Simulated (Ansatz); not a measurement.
Relaxation of AlFH7NO (11 atoms, charge 0, multiplicity 1), to a largest force component of 0.03 eV/Å in at most 50 steps.

Level of theory: Ansatz 0.2.0, RKS PBE-D4/def2-SVP.

```xyz
11
Properties=species:S:1:pos:R:3
Al -1.026 -1.339 -0.655
O 0.447 -1.924 0.250
H -0.981 -1.401 -2.251
H -2.301 -1.141 0.273
H 0.509 1.606 0.464
N -0.155 1.717 -0.310
H 1.288 -0.345 1.624
F 1.583 0.457 1.968
H 1.204 -2.173 -0.308
H 0.334 2.201 -1.071
H -0.902 2.341 0.016
```

Q: Where does it end, and by what steps?

A: The forces met the threshold. The force dipped under the threshold on the way, but the program's further checks kept it going. After 29 steps the energy has fallen by 1.513 eV; H9 moved furthest, 0.86 Å. Joined: Al1–N6.

```json
{"step": "0", "energy less start (eV)": "0.0000", "largest force component (eV/Å)": "1.380", "accepted": "yes"}
{"step": "2", "energy less start (eV)": "-0.7728", "largest force component (eV/Å)": "1.253", "accepted": "yes"}
{"step": "4", "energy less start (eV)": "-1.4092", "largest force component (eV/Å)": "1.573", "accepted": "yes"}
{"step": "6", "energy less start (eV)": "-1.4983", "largest force component (eV/Å)": "0.173", "accepted": "yes"}
{"step": "8", "energy less start (eV)": "-1.5061", "largest force component (eV/Å)": "0.166", "accepted": "yes"}
{"step": "10", "energy less start (eV)": "-1.5063", "largest force component (eV/Å)": "0.211", "accepted": "yes"}
{"step": "12", "energy less start (eV)": "-1.5094", "largest force component (eV/Å)": "0.012", "accepted": "yes"}
{"step": "14", "energy less start (eV)": "-1.5100", "largest force component (eV/Å)": "0.039", "accepted": "yes"}
{"step": "16", "energy less start (eV)": "-1.5105", "largest force component (eV/Å)": "0.034", "accepted": "yes"}
{"step": "18", "energy less start (eV)": "-1.5110", "largest force component (eV/Å)": "0.111", "accepted": "yes"}
{"step": "20", "energy less start (eV)": "-1.5116", "largest force component (eV/Å)": "0.043", "accepted": "yes"}
{"step": "22", "energy less start (eV)": "-1.5117", "largest force component (eV/Å)": "0.126", "accepted": "no"}
{"step": "24", "energy less start (eV)": "-1.5119", "largest force component (eV/Å)": "0.135", "accepted": "no"}
{"step": "26", "energy less start (eV)": "-1.5123", "largest force component (eV/Å)": "0.057", "accepted": "yes"}
{"step": "28", "energy less start (eV)": "-1.5124", "largest force component (eV/Å)": "0.039", "accepted": "yes"}
{"step": "29", "energy less start (eV)": "-1.5126", "largest force component (eV/Å)": "0.029", "accepted": "yes"}
```

```xyz
11
Properties=species:S:1:pos:R:3
Al -0.789 -0.690 -0.623
O 0.489 -1.368 0.470
H -0.450 -0.846 -2.189
H -2.286 -0.869 -0.067
H 0.544 1.186 0.449
N -0.312 1.236 -0.175
H 1.358 -0.391 1.049
F 1.783 0.490 1.323
H 0.781 -2.292 0.428
H -0.067 1.801 -1.001
H -1.051 1.741 0.335
```

Whether the end is a true minimum wasn't checked by a vibrational analysis.

The run took 46 s on 2 threads of Arm Neoverse V2, with other jobs on the host, peak memory 0.15 GiB.
